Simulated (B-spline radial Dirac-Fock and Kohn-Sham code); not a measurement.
Two-hole binding energies of Ho³⁺

System: the Ho³⁺ ion in the configuration [Xe] 4f10, inside a Watson sphere of charge -3 and radius 2 Å (a model of the Madelung potential; inside it an electron's potential energy is raised by 21.6 eV).

The run's input, task.json:

```json
{"items": [{
  "Z": 67,
  "q": 3,
  "cfg": [[1, 0, 2], [2, 0, 2], [2, 1, 6], [3, 0, 2], [3, 1, 6], [3, 2, 10], [4, 0, 2], [4, 1, 6], [4, 2, 10], [4, 3, 10], [5, 0, 2], [5, 1, 6]],
  "A": 165,
  "rrms": 5.2022,
  "watson": [-3, 2.0],
  "do": ["binding", "quiet", "double"]
}]}
```

Command: `python xray_run.py task.json out`

The computed values come from a radial finite-basis atomic code: Dirac-Fock ΔSCF + Breit + QED. U is the two-hole binding energy less the two single-hole energies, the effective repulsion of the holes after relaxation. Each two-hole energy is an average over J within one jj subconfiguration.

| holes | E(a) (eV) | E(b) (eV) | E(ab) (eV) | U (eV) |
| --- | --- | --- | --- | --- |
| 1s⁻² | 55631.0 | 55631.0 | 112459.8 | 1197.7 |
| 1s⁻¹ 2p1/2⁻¹ | 55631.0 | 8934.5 | 64914.5 | 348.9 |
| 1s⁻¹ 3d3/2⁻¹ | 55631.0 | 1408.1 | 57126.2 | 87.0 |
| 1s⁻¹ 3d5/2⁻¹ | 55631.0 | 1369.8 | 57084.9 | 84.1 |
| 2p1/2⁻¹ 2p3/2⁻¹ | 8934.5 | 8087.5 | 17233.8 | 211.8 |
| 2s⁻¹ 3p1/2⁻¹ | 9417.3 | 1942.8 | 11440.1 | 80.0 |
| 2s⁻¹ 3p3/2⁻¹ | 9417.3 | 1763.2 | 11255.4 | 74.9 |
| 2p1/2⁻¹ 3s⁻¹ | 8934.5 | 2152.6 | 11163.9 | 76.8 |
| 2p1/2⁻¹ 3p3/2⁻¹ | 8934.5 | 1763.2 | ? | ? |
| 2p3/2⁻¹ 3s⁻¹ | 8087.5 | 2152.6 | 10315.6 | 75.5 |
| 3p1/2⁻² | 1942.8 | 1942.8 | 3947.0 | 61.3 |
| 3p3/2⁻² | 1763.2 | 1763.2 | 3580.0 | 53.6 |
| 3d3/2⁻¹ 3d5/2⁻¹ | 1408.1 | 1369.8 | 2841.8 | 63.9 |
| 5p3/2⁻² | 36.85 | 36.85 | 88.21 | 14.5 |

Q: Give the missing two-hole energy and U.

A: E(ab) = 10776.4 eV and U = 78.7 eV.
